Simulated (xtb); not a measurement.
C7H7, doublet, from a rough starting geometry; GFN2-xTB in xtb 6.7.1.

xtb was given this input:
```
$ xtb mol.xyz --gfn 2 --uhf 1 --opt vtight --json

# file mol.xyz
14

C      1.45088764    -0.21508648    -0.36674683
C      1.11200103    -0.13425967     0.91060472
C     -0.35633251     0.29013074     0.91813994
C     -1.17180650    -0.84318168     0.23774070
C     -0.66763184    -0.87674916    -1.09194285
C      0.33128579     0.21355270    -1.18988940
C     -0.31439561     1.26297298    -0.31944622
H      2.42700804    -0.56903964    -0.74996795
H      1.64355343    -0.45713446     1.79603371
H     -0.82248581     0.56610043     1.85359136
H     -1.85437044    -1.52346003     0.62997718
H     -0.98999742    -1.54348546    -1.90817733
H     -1.32364335     1.66554214    -0.59172800
H      0.33001385     2.10154303    -0.04109832
```

Q: What does xtb print? Leave out banner, timings and long lists.

A: 
```
   ID    Z sym.   atoms
    1    6 C      1-7
    2    1 H      8-14

           -------------------------------------------------
          |                Calculation Setup                |
           -------------------------------------------------

           -------------------------------------------------
          |                 G F N 2 - x T B                 |
           -------------------------------------------------

          ...................................................
          :                      SETUP                      :
          :.................................................:
          :  # basis functions                  35          :
          :  # atomic orbitals                  35          :
          :  # shells                           21          :
          :  # electrons                        35          :
          :  max. iterations                   250          :
          :  Hamiltonian                  GFN2-xTB          :
          :  restarted?                      false          :
          :  GBSA solvation                  false          :
          :  PC potential                    false          :
          :  electronic temp.          300.0000000     K    :
          :  accuracy                    1.0000000          :
          :  -> integral cutoff          0.2500000E+02      :
          :  -> integral neglect         0.1000000E-07      :
          :  -> SCF convergence          0.1000000E-05 Eh   :
          :  -> wf. convergence          0.1000000E-03 e    :
          :  Broyden damping             0.4000000          :
          :  net charge                          0          :
          :  unpaired electrons                  1          :
          ...................................................

 iter      E             dE          RMSdq      gap      omega  full diag
   1    -18.6460595 -0.186461E+02  0.433E+00    2.34       0.0  T
   2    -18.6639160 -0.178565E-01  0.252E+00    2.10       1.0  T
   3    -18.6603006  0.361535E-02  0.757E-01    2.39       1.0  T
   4    -18.6601220  0.178618E-03  0.578E-01    2.06       1.0  T
   5    -18.6650960 -0.497402E-02  0.170E-01    2.16       1.0  T
   6    -18.6654267 -0.330614E-03  0.482E-02    2.19       1.0  T
   7    -18.6654343 -0.761682E-05  0.297E-02    2.19       1.0  T
   8    -18.6654377 -0.341726E-05  0.721E-03    2.18       3.7  T
   9    -18.6654382 -0.469145E-06  0.995E-04    2.19      26.9  T
  10    -18.6654382 -0.126254E-08  0.435E-04    2.19      61.4  T

   *** convergence criteria satisfied after 10 iterations ***

         :::::::::::::::::::::::::::::::::::::::::::::::::::::
         ::                     SUMMARY                     ::
         :::::::::::::::::::::::::::::::::::::::::::::::::::::
         :: total energy             -18.375698690326 Eh    ::
         :: gradient norm              0.149496950529 Eh/a0 ::
         :: HOMO-LUMO gap              2.185448967124 eV    ::
         ::.................................................::
         :: SCC energy               -18.665423086484 Eh    ::
         :: -> isotropic ES            0.001041516273 Eh    ::
         :: -> anisotropic ES          0.003057578698 Eh    ::
         :: -> anisotropic XC          0.014300313842 Eh    ::
         :: -> dispersion             -0.010577972497 Eh    ::
         :: repulsion energy           0.289724396158 Eh    ::
         :: add. restraining           0.000000000000 Eh    ::
         :: total charge              -0.000000000000 e     ::
         :::::::::::::::::::::::::::::::::::::::::::::::::::::

      -----------------------------------------------------------
     |                   =====================                   |
     |                        A N C O P T                        |
     |                   =====================                   |
     |               Approximate Normal Coordinate               |
     |                Rational Function Optimizer                |
      -----------------------------------------------------------
      -----------------------------------------------------------
     |                   =====================                   |
     |                        A N C O P T                        |
     |                   =====================                   |
     |               Approximate Normal Coordinate               |
     |                Rational Function Optimizer                |
      -----------------------------------------------------------

          ...................................................
          :                      SETUP                      :
          :.................................................:
          :   optimization level         verytight          :
          :   max. optcycles                   280          :
          :   ANC micro-cycles                  20          :
          :   degrees of freedom                36          :
          :.................................................:
          :   RF solver                   davidson          :
          :   write xtbopt.log                true          :
          :   linear?                        false          :
          :   energy convergence         0.1000000E-06 Eh   :
          :   grad. convergence          0.2000000E-03 Eh/α :
          :   maxmium RF displ.          1.0000000          :
          :   Hlow (freq-cutoff)         0.1000000E-01      :
          :   Hmax (freq-cutoff)         5.0000000          :
          :   S6 in model hess.         20.0000000          :
          ...................................................

generating ANC from exact Hessian ...
Using Lindh-Hessian (1995)
 Shifting diagonal of input Hessian by    0.0000000000000000
 Lowest  eigenvalues of input Hessian
    0.000000    0.000000    0.000000    0.000000    0.000000    0.000000
    0.011104    0.013326    0.017253    0.017915    0.039535    0.045494
[...]
 * total energy  :   -18.3756987 Eh     change       -0.3040874E-09 Eh
 * total energy  :   -18.3910605 Eh     change       -0.1536185E-01 Eh
 * total energy  :   -18.3927443 Eh     change       -0.1683805E-02 Eh
 * total energy  :   -18.3929433 Eh     change       -0.1989815E-03 Eh
 * total energy  :   -18.3929794 Eh     change       -0.3603118E-04 Eh
 * total energy  :   -18.3929903 Eh     change       -0.1097248E-04 Eh
 * total energy  :   -18.3929914 Eh     change       -0.1082967E-05 Eh
 * total energy  :   -18.3929917 Eh     change       -0.2978822E-06 Eh
 * total energy  :   -18.3929917 Eh     change       -0.3635619E-07 Eh
   *** GEOMETRY OPTIMIZATION CONVERGED AFTER 9 ITERATIONS ***
         :: total energy             -18.392991743638 Eh    ::
[...]
         :: repulsion energy           0.312019672406 Eh    ::
         :: add. restraining           0.000000000000 Eh    ::
         :: total charge               0.000000000000 e     ::
         :::::::::::::::::::::::::::::::::::::::::::::::::::::

           -------------------------------------------------
          |                Property Printout                |
           -------------------------------------------------

    * Orbital Energies and Occupations

         #    Occupation            Energy/Eh            Energy/eV
      -------------------------------------------------------------
         1        2.0000           -0.6584349             -17.9169
       ...           ...                  ...                  ...
         6        2.0000           -0.5534424             -15.0599
         7        2.0000           -0.5321067             -14.4794
         8        2.0000           -0.5218445             -14.2001
         9        2.0000           -0.5113021             -13.9132
        10        2.0000           -0.4794808             -13.0473
        11        2.0000           -0.4765015             -12.9663
        12        2.0000           -0.4542908             -12.3619
        13        2.0000           -0.4461506             -12.1404
        14        2.0000           -0.4449507             -12.1077
        15        2.0000           -0.4300140             -11.7013
        16        2.0000           -0.3992948             -10.8654
        17        2.0000           -0.3871496             -10.5349
        18        1.0000           -0.3166949              -8.6177 (HOMO)
        19                         -0.2254946              -6.1360 (LUMO)
        20                         -0.1906263              -5.1872
        21                          0.0599754               1.6320
        22                          0.0720671               1.9610
        23                          0.0873022               2.3756
        24                          0.1230925               3.3495
        25                          0.1267509               3.4491
        26                          0.1275285               3.4702
        27                          0.1771943               4.8217
        28                          0.2017849               5.4908
        29                          0.2114700               5.7544
       ...                                ...                  ...
        35                          0.6907508              18.7963
      -------------------------------------------------------------
                  HL-Gap            0.0912003 Eh            2.4817 eV
             Fermi-level           -0.3115085 Eh           -8.4766 eV

     #   Z          covCN         q      C6AA      α(0)
     1   6 C        2.983    -0.031    28.755     8.796
     2   6 C        3.026    -0.041    28.995     8.832
     3   6 C        4.120    -0.009    20.644     6.453
     4   6 C        3.026    -0.041    28.994     8.832
     5   6 C        2.983    -0.031    28.755     8.796
     6   6 C        3.288    -0.041    27.386     8.405
     7   6 C        3.955    -0.046    21.317     6.560
     8   1 H        0.926     0.040     2.452     2.449
     9   1 H        0.926     0.033     2.551     2.498
    10   1 H        0.925     0.027     2.636     2.539
    11   1 H        0.926     0.032     2.551     2.498
    12   1 H        0.926     0.040     2.452     2.449
    13   1 H        0.925     0.034     2.533     2.489
    14   1 H        0.925     0.034     2.533     2.489

 Mol. C6AA /au·bohr⁶  :       2206.233504
 Mol. C8AA /au·bohr⁸  :      53574.190233
 Mol. α(0) /au        :         74.085680

Wiberg/Mayer (AO) data.
largest (>0.10) Wiberg bond orders for each atom

 ---------------------------------------------------------------------------
     #   Z sym  total        # sym  WBO       # sym  WBO       # sym  WBO
 ---------------------------------------------------------------------------
     1   6 C    3.986 --     2 C    1.890     6 C    1.030     8 H    0.967
     2   6 C    3.982 --     1 C    1.890     3 C    0.990     9 H    0.967
     3   6 C    3.988 --     4 C    0.990     2 C    0.990    10 H    0.972
                             7 C    0.933
     4   6 C    3.982 --     5 C    1.890     3 C    0.990    11 H    0.967
     5   6 C    3.986 --     4 C    1.890     6 C    1.030    12 H    0.967
     6   6 C    3.273 --     1 C    1.030     5 C    1.030     7 C    1.009
     7   6 C    3.990 --     6 C    1.009    13 H    0.979    14 H    0.979
                             3 C    0.933
     8   1 H    0.998 --     1 C    0.967
     9   1 H    0.999 --     2 C    0.967
    10   1 H    0.999 --     3 C    0.972
    11   1 H    0.999 --     4 C    0.967
    12   1 H    0.998 --     5 C    0.967
    13   1 H    0.999 --     7 C    0.979
    14   1 H    0.999 --     7 C    0.979
 ---------------------------------------------------------------------------

Topologies differ in total number of bonds
Writing topology from bond orders to xtbtopo.mol

molecular dipole:
                 x           y           z       tot (Debye)
 q only:       -0.035       0.006       0.102
   full:       -0.090      -0.052       0.322       0.859
molecular quadrupole (traceless):
                xx          xy          yy          xz          yz          zz
 q only:        0.288      -0.036       0.014       0.081       0.374      -0.301
  q+dip:        0.661       0.131      -1.095      -0.311       1.163       0.435
   full:        0.604      -0.067      -0.049       0.123       0.827      -0.555

optimized geometry written to: xtbopt.xyz

           -------------------------------------------------
          | TOTAL ENERGY              -18.392991743638 Eh   |
          | GRADIENT NORM               0.000101354533 Eh/α |
          | HOMO-LUMO GAP               2.481685868981 eV   |
           -------------------------------------------------

normal termination of xtb
```
